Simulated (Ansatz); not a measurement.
The cluster Tl₆. Total charge 0; singlet. Geometry PBE-D4/def2-SVP; atoms count from 1.

Cartesian coordinates in Å:
```
Tl -1.445 -0.842 -2.874
Tl 0.713 0.889 -1.592
Tl 2.920 2.687 -0.264
Tl -1.434 -1.801 3.243
Tl 0.683 0.391 1.350
Tl -1.437 -1.324 0.137
```

In the def2 sets Tl takes a core potential; there is no spin–orbit coupling. The restricted singlet is unstable towards broken spin symmetry in Hartree–Fock (as tested in another run); at PBE0-D4/def2-TZVP this wasn't settled. Another isomer (singlet) lies 0.65 eV lower at PBE0-D4/def2-TZVP; other spin states weren't run for this one.

(1) Estimate the Mulliken populations from the PBE0/def2-TZVP orbitals of Ansatz.

(2) And the Mayer bond orders between bonded heavy atoms (over 0.3)?

Results:

(1) 
| atom | charge (e) |
| --- | --- |
| Tl1 | 0.10 |
| Tl2 | -0.16 |
| Tl3 | 0.17 |
| Tl4 | 0.17 |
| Tl5 | -0.11 |
| Tl6 | -0.16 |
Mulliken values and Mayer orders depend strongly on the basis.

(2) Tl1–Tl2 0.56 (3.05 Å); Tl1–Tl6 0.56 (3.05 Å); Tl2–Tl3 0.50 (3.14 Å); Tl2–Tl5 0.63 (2.98 Å); Tl2–Tl6 0.54 (3.54 Å); Tl4–Tl6 0.50 (3.14 Å); Tl5–Tl6 0.63 (2.98 Å). Values over 0.3 also appear between atoms too far apart for a bond (Tl3–Tl5 0.34 at 3.59 Å; Tl4–Tl5 0.34 at 3.59 Å); they arise where an orbital or an unpaired electron spreads over both atoms.
